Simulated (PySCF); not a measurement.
# Telling isomers of C₆H₆ClF apart by NMR

Computational details: geometry from GFN2-xTB, GIAO PBE0/pcSseg-1 shieldings, in PySCF 2.14 (one conformer, rapidly exchanging positions averaged, non-relativistic Hamiltonian, gas phase).

Chemical shifts δ = σref − σ; $^{1}$H (σ = 31.72 ppm), $^{13}$C (σ = 186.93 ppm) vs TMS, all at this level. Splittings of carbon signals by F and P are missing where no couplings were computed. Where no couplings were computed, multiplicities follow the n + 1 count of equivalent neighbours, and m marks all less simple cases (inequivalent or close neighbours, rings, F or P nearby). Shifts are as computed. Against solution values, carbons near 30 ppm lie about +3 ppm off and those near 130 ppm about +5 ppm; carbons on Cl a further +6 ppm (rms about the fit 2.1 ppm; single classes can miss by 10 ppm). Of 1328 compounds with measured shifts, 309 miss one by over three times the rms of a fit or turn the order of signals round; such compounds aren't used in these exercises. Signals without a measured value on file couldn't be tested in this way; 1H shifts scatter by 0.2 ppm about their fit, and single ones miss by 0.5 ppm. Carbons bonded to Cl come out too deshielded.

(1) Tabulate the signals of `F[C@@H]1[C@H]2C=C[C@H](Cl)[C@@H]12`, `FC1=CCC=C[C@H]1Cl`, `F[C@@H]1[C@H]2C[C@@H]3[C@H]2[C@]13Cl` and their relative energies.

(2) What is the quickest way to tell FC1=CCC=C[C@H]1Cl from F[C@@H]1[C@H]2C[C@@H]3[C@H]2[C@]13Cl?

(3) What is the quickest way to tell F[C@@H]1[C@H]2C=C[C@H](Cl)[C@@H]12 from FC1=CCC=C[C@H]1Cl?

(4) What is the quickest way to tell F[C@@H]1[C@H]2C=C[C@H](Cl)[C@@H]12 from F[C@@H]1[C@H]2C[C@@H]3[C@H]2[C@]13Cl?

Results:

(1) 
| SMILES | carbon types | δC | δH | E rel. (kcal/mol) |
| --- | --- | --- | --- | --- |
| F[C@@H]1[C@H]2C=C[C@H](Cl)[C@@H]12 | 6×CH | 141.3, 140.0, 83.9, 68.8, 35.0, 34.8 | 6.24 (m, 1H), 5.69 (m, 1H), 4.76 (m, 1H), 3.48 (m, 1H), 2.59 (m, 1H), 2.44 (m, 1H) | 10.6 |
| FC1=CCC=C[C@H]1Cl | 1×C 4×CH 1×CH2 | 168.5, 139.6, 134.0, 115.1, 57.4, 31.8 | 6.34 (m, 1H), 6.34 (m, 1H), 5.87 (m, 1H), 5.10 (m, 1H), 3.26 (m, 1H), 2.94 (m, 1H) | 0.0 |
| F[C@@H]1[C@H]2C[C@@H]3[C@H]2[C@]13Cl | 1×C 4×CH 1×CH2 | 108.0, 52.1, 46.0, 42.7, 34.4, 31.4 | 5.44 (m, 1H), 3.83 (m, 1H), 2.49 (m, 1H), 2.17 (m, 1H), 1.90 (m, 1H), 1.89 (m, 1H) | 37.3 |

Energies are electronic energies at PBE0/pcSseg-1 on these geometries, without zero-point or thermal terms, each for the one conformer computed, which needn't be the lowest.

(2) Both give the same number of carbon signals, with the same numbers of each carbon type, so the positions decide. The first has a fully substituted alkene carbon (C) at 168.5 ppm, the second a three-membered-ring carbon (C) at 52.1 ppm. Their most deshielded carbons lie at 168.5 and 108.0 ppm. In the proton spectra the most deshielded non-exchanging signals are 6.34 (m, 1H) and 5.44 (m, 1H).

(3) Both give the same number of carbon signals, but DEPT or the intensities differ. The first has a three-membered-ring carbon (CH) at 83.9 ppm, the second a fully substituted alkene carbon (C) at 168.5 ppm. Their most deshielded carbons lie at 141.3 and 168.5 ppm.

(4) Both give the same number of carbon signals, but DEPT or the intensities differ. The first has an alkene CH at 141.3 ppm, the second a three-membered-ring carbon (C) at 52.1 ppm. Their most deshielded carbons lie at 141.3 and 108.0 ppm. In the proton spectra the most deshielded non-exchanging signals are 6.24 (m, 1H) and 5.44 (m, 1H).
